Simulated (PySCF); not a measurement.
Cl4MoO, triplet, at a GFN2-xTB geometry (such geometries of metal compounds can be far from the true shape) (the multiplicity is a formal guess) (core potentials on Mo); DF-REVPBE/def2-SVP in PySCF.

Input for PySCF:
```python
from pyscf import gto, scf, dft

mol = gto.M(
    atom='''
Mo    0.48749864   -0.17709820    0.15070901
O     1.38127443   -0.74911435    1.38941818
Cl   -1.65814993   -0.20351762   -1.22695926
Cl    0.06111374    2.01757753    0.56074168
Cl    1.49379273   -0.55592510   -1.72486824
Cl   -1.75117642   -0.46807367    1.36490205
''',
    basis='def2-svp',
    ecp={'Mo': 'def2-svp'},
    spin=2,
    verbose=4,
)

mf = dft.UKS(mol)
mf.xc = 'revpbe'
mf = mf.density_fit(auxbasis='def2-universal-jkfit')
mf.kernel()
mf.analyze()
```

Output, abridged:

```
PySCF version 2.14.0

[INPUT] verbose = 4
[INPUT] num. atoms = 6
[INPUT] num. electrons = 90
[INPUT] charge = 0
[INPUT] spin (= nelec alpha-beta = 2S) = 2
[INPUT] symmetry False subgroup None
[INPUT] Mole.unit = angstrom
[INPUT] Symbol           X                Y                Z      unit          X                Y                Z       unit  Magmom
[...]
nuclear repulsion = 610.376854505509
number of shells = 49
number of NR pGTOs = 225
number of NR cGTOs = 117
basis = def2-svp
ecp = {'Mo': 'def2-svp'}

******** <class 'pyscf.df.df_jk.DFUKS'> ********
method = DFUKS
initial guess = minao
damping factor = 0
level_shift factor = 0
DIIS = <class 'pyscf.scf.diis.CDIIS'>
diis_start_cycle = 1
diis_space = 8
diis_damp = 0
SCF conv_tol = 1e-09
SCF conv_tol_grad = None
SCF max_cycles = 50
direct_scf = False
number electrons alpha = 46  beta = 44
XC library pyscf.dft.libxc version 7.1.2
    S. Lehtola, C. Steigemann, M. J. T. Oliveira, and M. A. L. Marques,  SoftwareX 7, 1–5 (2018)
XC functionals = revpbe
    Y. Zhang and W. Yang,  Phys. Rev. Lett. 80, 890 (1998)
    J. P. Perdew, K. Burke, and M. Ernzerhof,  Phys. Rev. Lett. 77, 3865 (1996)
    J. P. Perdew, K. Burke, and M. Ernzerhof,  Phys. Rev. Lett. 78, 1396 (1997)
radial grids:
    Treutler-Ahlrichs [JCP 102, 346 (1995); DOI:10.1063/1.469408] (M4) radial grids

becke partition: Becke, JCP 88, 2547 (1988); DOI:10.1063/1.454033
pruning grids: <function nwchem_prune>
grids dens level: 3
symmetrized grids: False
atomic radii adjust function: <function treutler_atomic_radii_adjust>
small_rho_cutoff = 0
Set gradient conv threshold to 3.16228e-05
tot grids = 112040
init E= -1976.11338745677

cycle= 1 E= -1983.18422327565  delta_E= -7.07  |g|= 0.757  |ddm|= 2.65

cycle= 2 E= -1977.03897145395  delta_E= 6.15  |g|=    3  |ddm|= 2.79

cycle= 3 E= -1983.36606704494  delta_E= -6.33  |g|= 0.345  |ddm|= 2.63
cycle= 4 E= -1983.35247191251  delta_E= 0.0136  |g|= 0.356  |ddm|= 0.661

cycle= 5 E= -1983.39366961577  delta_E= -0.0412  |g|= 0.232  |ddm|= 0.618

cycle= 6 E= -1983.42543900802  delta_E= -0.0318  |g|= 0.0457  |ddm|= 0.284

cycle= 7 E= -1983.42631225147  delta_E= -0.000873  |g|= 0.0258  |ddm|= 0.0849

cycle= 8 E= -1983.42668209808  delta_E= -0.00037  |g|= 0.0117  |ddm|= 0.044

cycle= 9 E= -1983.42676320689  delta_E= -8.11e-05  |g|= 0.00413  |ddm|= 0.0189

cycle= 10 E= -1983.42677388046  delta_E= -1.07e-05  |g|= 0.00157  |ddm|= 0.00733

cycle= 11 E= -1983.42677527655  delta_E= -1.4e-06  |g|= 0.000706  |ddm|= 0.00315

cycle= 12 E= -1983.42677561353  delta_E= -3.37e-07  |g|= 0.000158  |ddm|= 0.00114

cycle= 13 E= -1983.42677563482  delta_E= -2.13e-08  |g|= 4.6e-05  |ddm|= 0.000281

cycle= 14 E= -1983.42677563764  delta_E= -2.82e-09  |g|= 1.8e-05  |ddm|= 0.000148

cycle= 15 E= -1983.42677563775  delta_E= -1.08e-10  |g|= 1.81e-05  |ddm|= 3.73e-05

Extra cycle  E= -1983.42677563546  delta_E= 2.29e-09  |g|= 7.79e-05  |ddm|= 6.7e-05
converged SCF energy = -1983.42677563546  <S^2> = 2.0051355  2S+1 = 3.0034217
**** SCF Summaries ****
Total Energy =                       -1983.426775635456352
Nuclear Repulsion Energy =             610.376854505509300
One-electron Energy =                -3977.342361533019357
Two-electron Energy =                 1383.538731392053705
Two-electron Coulomb Energy =         1512.606250017867751
DFT Exchange-Correlation Energy =     -129.067518625814159
**** MO energy ****
                             alpha | beta                alpha | beta
[...]
spin_pop of  0 Mo 4s        0.00032
spin_pop of  0 Mo 5s        0.03898
spin_pop of  0 Mo 6s        0.00471
spin_pop of  0 Mo 7s        0.00015
spin_pop of  0 Mo 8s       -0.00017
spin_pop of  0 Mo 4px       0.00012
spin_pop of  0 Mo 4py       0.00155
spin_pop of  0 Mo 4pz       0.00014
spin_pop of  0 Mo 5px       0.00145
spin_pop of  0 Mo 5py       0.00065
spin_pop of  0 Mo 5pz       0.00079
spin_pop of  0 Mo 6px       0.00060
spin_pop of  0 Mo 6py       0.00064
spin_pop of  0 Mo 6pz       0.00345
spin_pop of  0 Mo 4dxy      0.08947
spin_pop of  0 Mo 4dyz      0.05313
spin_pop of  0 Mo 4dz^2     0.03077
spin_pop of  0 Mo 4dxz      0.03573
spin_pop of  0 Mo 4dx2-y2    0.56219
spin_pop of  0 Mo 5dxy      0.01268
spin_pop of  0 Mo 5dyz      0.00946
spin_pop of  0 Mo 5dz^2     0.00114
spin_pop of  0 Mo 5dxz      0.00594
spin_pop of  0 Mo 5dx2-y2    0.00046
spin_pop of  0 Mo 4f-3      0.00006
spin_pop of  0 Mo 4f-2      0.00008
spin_pop of  0 Mo 4f-1     -0.00003
spin_pop of  0 Mo 4f+0      0.00004
spin_pop of  0 Mo 4f+1      0.00008
spin_pop of  0 Mo 4f+2      0.00006
spin_pop of  0 Mo 4f+3      0.00016
spin_pop of  1 O 1s        0.00000
spin_pop of  1 O 2s       -0.00021
spin_pop of  1 O 3s        0.00015
spin_pop of  1 O 2px      -0.02174
spin_pop of  1 O 2py      -0.01919
spin_pop of  1 O 2pz       0.00761
spin_pop of  1 O 3px       0.00042
spin_pop of  1 O 3py       0.00358
spin_pop of  1 O 3pz       0.00171
spin_pop of  1 O 3dxy      0.00014
spin_pop of  1 O 3dyz      0.00001
spin_pop of  1 O 3dz^2    -0.00001
spin_pop of  1 O 3dxz      0.00001
spin_pop of  1 O 3dx2-y2    0.00002
spin_pop of  2 Cl 1s        0.00000
spin_pop of  2 Cl 2s       -0.00000
spin_pop of  2 Cl 3s        0.00387
spin_pop of  2 Cl 4s        0.00010
spin_pop of  2 Cl 2px       0.00000
spin_pop of  2 Cl 2py       0.00000
spin_pop of  2 Cl 2pz       0.00002
spin_pop of  2 Cl 3px       0.04733
spin_pop of  2 Cl 3py       0.01904
spin_pop of  2 Cl 3pz       0.45567
spin_pop of  2 Cl 4px       0.00003
spin_pop of  2 Cl 4py       0.00039
spin_pop of  2 Cl 4pz       0.00017
spin_pop of  2 Cl 3dxy     -0.00001
spin_pop of  2 Cl 3dyz      0.00005
spin_pop of  2 Cl 3dz^2     0.00017
spin_pop of  2 Cl 3dxz      0.00034
spin_pop of  2 Cl 3dx2-y2   -0.00003
spin_pop of  3 Cl 1s        0.00000
spin_pop of  3 Cl 2s       -0.00000
spin_pop of  3 Cl 3s        0.00014
spin_pop of  3 Cl 4s        0.00002
spin_pop of  3 Cl 2px       0.00000
spin_pop of  3 Cl 2py      -0.00000
spin_pop of  3 Cl 2pz       0.00000
spin_pop of  3 Cl 3px       0.08765
spin_pop of  3 Cl 3py      -0.00504
spin_pop of  3 Cl 3pz       0.00680
spin_pop of  3 Cl 4px       0.00019
spin_pop of  3 Cl 4py       0.00004
spin_pop of  3 Cl 4pz       0.00159
spin_pop of  3 Cl 3dxy      0.00034
spin_pop of  3 Cl 3dyz      0.00086
spin_pop of  3 Cl 3dz^2     0.00003
spin_pop of  3 Cl 3dxz      0.00012
spin_pop of  3 Cl 3dx2-y2    0.00025
spin_pop of  4 Cl 1s        0.00000
spin_pop of  4 Cl 2s       -0.00000
spin_pop of  4 Cl 3s       -0.00000
spin_pop of  4 Cl 4s        0.00046
spin_pop of  4 Cl 2px       0.00000
spin_pop of  4 Cl 2py       0.00000
spin_pop of  4 Cl 2pz       0.00000
spin_pop of  4 Cl 3px       0.00704
spin_pop of  4 Cl 3py       0.01155
spin_pop of  4 Cl 3pz       0.02361
spin_pop of  4 Cl 4px       0.00006
spin_pop of  4 Cl 4py       0.00018
spin_pop of  4 Cl 4pz       0.00025
spin_pop of  4 Cl 3dxy      0.00007
spin_pop of  4 Cl 3dyz      0.00038
spin_pop of  4 Cl 3dz^2     0.00022
spin_pop of  4 Cl 3dxz      0.00017
spin_pop of  4 Cl 3dx2-y2    0.00027
spin_pop of  5 Cl 1s        0.00000
spin_pop of  5 Cl 2s       -0.00000
spin_pop of  5 Cl 3s        0.00511
spin_pop of  5 Cl 4s        0.00078
spin_pop of  5 Cl 2px       0.00000
spin_pop of  5 Cl 2py       0.00000
spin_pop of  5 Cl 2pz       0.00002
spin_pop of  5 Cl 3px       0.02418
spin_pop of  5 Cl 3py       0.02063
spin_pop of  5 Cl 3pz       0.45570
spin_pop of  5 Cl 4px       0.00044
spin_pop of  5 Cl 4py       0.00013
spin_pop of  5 Cl 4pz       0.00021
spin_pop of  5 Cl 3dxy      0.00045
spin_pop of  5 Cl 3dyz      0.00008
spin_pop of  5 Cl 3dz^2     0.00020
spin_pop of  5 Cl 3dxz      0.00033
spin_pop of  5 Cl 3dx2-y2    0.00004
In total            46.00000 | 44.00000
Dipole moment(X, Y, Z, Debye):  0.53760, -0.71682, -0.67252
```
